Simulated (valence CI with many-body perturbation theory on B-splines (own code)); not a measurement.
Gd⁴³⁺: magnetic and hyperfine properties of the levels

Calculated by relativistic CI+MBPT: three valence electrons over a frozen Dirac-Fock core [Ar], radial functions for each j: 9 s, 9 p, 10 d, 8 f, 5 g, 3 h, 1 i, with the one-electron correlation potential Σ1 (screened to all orders), the two-electron term Σ2, the three-electron term Σ3, Breit, model QED; selected single and double excitations, second order for the rest (own B-spline code, finite nucleus).

No measured spectrum was set against this ion. As an estimate, large intervals hold to a few tenths of a per cent, small ones and those within an open d or f shell to about a per cent. Only levels of the ground parity were solved; by the run's estimate the other parity begins above the list, which can be wrong where configurations are misplaced.

A/g_I is the dipole constant over the nuclear g factor μ/I (μ in nuclear magnetons, uniformly magnetised nucleus), B/Q the quadrupole constant per barn. Both hold the static response of the core; the bare values leave it out. Large factors of s and p1/2 electrons are usually good to 5 to 10 %; those of open d and f shells near neutrality can be off by tens of per cent, and small factors of p3/2, d and f electrons come from cancelling terms and can be off by a factor of two or in sign, in half-filled shells by more. B is blank for J = 1/2, where it vanishes, and for nearly pure S terms. Energies count from the lowest level.

Levels are named by their leading jj configuration (3d3/2^4 stands for four electrons in 3d with j = 3/2), which in mixed levels can hold well under half, so a name can repeat and another be missing. Letters in brackets count levels of one name in rising energy.

| Level | E (cm⁻¹) | g | A/g_I (MHz) | A/g_I bare | B/Q (MHz/b) | B/Q bare |
| --- | --- | --- | --- | --- | --- | --- |
| (3d3/2^3) J=3/2 | 0 | 0.676 | 63000 | 62500 | -34100 | -34700 |
| (3d3/2^2 3d5/2) J=5/2 [a] | 242520 | 1.048 | 35800 | 36000 | -18300 | -18600 |
| (3d3/2^2 3d5/2) J=3/2 | 288660 | 1.201 | 28600 | 29000 | -9720 | -9860 |
| (3d3/2^2 3d5/2) J=7/2 | 306710 | 1.057 | 38200 | 38300 | 11300 | 11500 |
| (3d3/2^2 3d5/2) J=9/2 | 312850 | 1.053 | 39800 | 39900 | 40500 | 41100 |
| (3d3/2^2 3d5/2) J=1/2 | 322500 | 1.854 | -27700 | -26000 |  |  |
| (3d3/2^2 3d5/2) J=5/2 [b] | 462210 | 1.318 | 21100 | 21800 | 55900 | 56600 |
| (3d3/2 3d5/2^2) J=7/2 [a] | 547670 | 1.090 | 30300 | 30500 | -171 | -180 |
| (3d3/2 3d5/2^2) J=9/2 | 574690 | 1.133 | 30500 | 30800 | 14500 | 14700 |
| (3d3/2 3d5/2^2) J=3/2 [a] | 609270 | 1.127 | 34100 | 34300 | -37700 | -38200 |
| (3d3/2 3d5/2^2) J=1/2 | 628150 | 1.467 | -10300 | -9320 |  |  |
| (3d3/2 3d5/2^2) J=11/2 | 641260 | 1.083 | 34400 | 34600 | 80000 | 81100 |
| (3d3/2 3d5/2^2) J=5/2 [a] | 650000 | 1.219 | 14300 | 14800 | 49800 | 50500 |
| (3d3/2 3d5/2^2) J=5/2 [b] | 692380 | 1.108 | 35200 | 35400 | -14600 | -14800 |
| (3d3/2 3d5/2^2) J=7/2 [b] | 705550 | 1.098 | 35000 | 35200 | 16200 | 16500 |
| (3d3/2 3d5/2^2) J=3/2 [b] | 819800 | 0.979 | 50700 | 50700 | 41800 | 42400 |
| (3d5/2^3) J=9/2 | 875890 | 1.143 | 25400 | 25800 | 9540 | 9680 |
| (3d5/2^3) J=3/2 | 979100 | 1.041 | 31500 | 31700 | 12100 | 12300 |
| (3d5/2^3) J=5/2 | 1043100 | 1.153 | 25500 | 25900 | 9500 | 9640 |

(1) Take the isotope of mass number 155, with I = 3/2, μ = -0.2591 μN and Q = 1.27 b. What is the hyperfine structure of (3d3/2^2 3d5/2) J=5/2 [b]?

## Answers

(1) From the table A = -3650 MHz, B = 70900 MHz. Shifts from the centre of gravity in MHz: F = 1: 68800, F = 2: 4770, F = 3: -38100, F = 4: 4040.
